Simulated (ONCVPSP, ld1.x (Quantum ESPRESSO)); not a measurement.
Hardness and transferability of assorted potentials

Generated with ld1.x 7.5 (TM, RRKJ, ultrasoft, PAW), atompaw 4.2 or ONCVPSP 4.0.1. The cutoff is in Ry: for ld1.x and atompaw files where the sum of valence levels is converged to 10 mRy in a Bessel basis, for ONCV files where the hardest occupied wave has 1 mHa per electron of residual kinetic energy. The error is the largest all-electron minus pseudo excitation energy over each file’s own four to seven test configurations (ionisations up to +4, promotions, holes and added fractions of an electron), all of which were solved. The labels leave out finer settings (local radius, basis sizes, second energies), which also bear on the numbers. Spin-polarised tests are not counted. The rows are a selection from randomly drawn settings: files with unsolved tests, undetermined cutoffs or missed reference levels are left out.

A true bound ghost makes a file unfit for plane-wave use even where its test errors are small: the radial tests pick states by their node count and pass the ghost by.

| element | potential | cutoff (Ry) | largest error (meV) | bound ghosts |
| --- | --- | --- | --- | --- |
| Li | ONCV, PBE, scalar-relativistic, rc 1.10/1.10 (sp), local smoothed, core correction no, reference 1s2 2s0.5, qcut 11.1/11.7, projectors 2/2 | 93 | +615 | none |
| N | ONCV, LDA (Perdew-Wang 92), non-relativistic, rc 1.05/1.40/1.30 (spd), local smoothed, core correction yes, reference 2s2 2p2, qcut 7.4/10.8/7.1, projectors 2/2/2 | 67 | +430 | none |
| Ge | ONCV, LDA (Perdew-Wang 92), fully relativistic, rc 1.10/0.90/1.25 (spd), local smoothed, core correction yes, reference 3s2 3p6 3d10 4s2 4p1, qcut 8.6/18.8/11.4, projectors 2/2/3 | 118 | +259 | none |
| Rb | TM, PBE, scalar-relativistic, rc 5.46/4.15/3.65 (spd), local d, core correction yes, reference 5s1 5p0 | 6 | -8.7 | s |
| Ba | ONCV, LDA (Perdew-Wang 92), fully relativistic, rc 2.80/2.05/2.70 (spd), local smoothed, core correction yes, reference 5s2 5p6 6s2, qcut 4/4.3/4, projectors 3/1/1 | 19 | +26 | none |
| Au | ONCV, PBE, scalar-relativistic, rc 2.15/2.30/2.20/0.60 (spdf), local f, core correction yes, reference 4f14 5d10 6s1, qcut 2.6/3.4/6.5/30.5, projectors 1/2/1/0 | 746 | -216 | s, p, d |

Task: Fill in the row for I: ONCV, PBE, scalar-relativistic, rc 1.70/2.10/1.65 (spd), local smoothed, core correction yes, reference 5s2 5p3, qcut 3.8/3.1/5.3, projectors 3/2/2.

Result: cutoff 48 Ry, largest error -22 meV, bound ghosts: d.
